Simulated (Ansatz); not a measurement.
This geometry of BClH3N + BrH (8 atoms, charge 0, multiplicity 1) is a first-order saddle point.

Level of theory: Ansatz, RKS PBE-D4/def2-SVP.

```xyz
8
Properties=species:S:1:pos:R:3
B 0.058 -0.038 0.237
N 0.065 -0.073 1.739
H -0.828 0.127 2.206
H 0.854 0.386 2.210
Cl 1.502 0.575 -0.556
H -0.990 -0.136 -0.350
Br 0.416 -2.740 0.646
H 0.248 -1.380 1.647
```

**Question.** Which two structures does it join? (They come from a converged band through this point; their orientation in space is the band's.)

**Answer.** Bonds broken: Br7–H8. Bonds formed: B1–Br7, N2–H8. BClH3N + BrH becomes BBrClH4N.

First end point:

```xyz
8
Properties=species:S:1:pos:R:3
B -0.015 0.363 0.179
N 0.027 0.155 1.571
H -0.825 0.022 2.119
H 0.862 0.342 2.133
Cl 1.468 0.786 -0.687
H -1.052 0.233 -0.431
Br 0.529 -3.312 1.441
H 0.331 -1.869 1.455
```

Last end point:

```xyz
8
Properties=species:S:1:pos:R:3
B 0.043 -0.512 0.198
N 0.169 -0.152 1.779
H -0.667 -0.471 2.293
H 0.290 0.864 1.919
Cl 1.596 0.125 -0.557
H -0.964 0.028 -0.223
Br -0.132 -2.528 0.194
H 0.991 -0.635 2.179
```

**Question.** How far does it lie above each of them?

**Answer.** 48.0 kJ/mol above the first and 101.9 kJ/mol above the second. This is the barrier of this one path; another mechanism may lie lower. The orbitals stay closed-shell, which can raise the energy where a bond breaks towards radicals; this wasn't checked here.

Time of the run: 2.1 min on 2 threads of Arm Neoverse V2, on a shared host, peak memory 0.14 GiB.
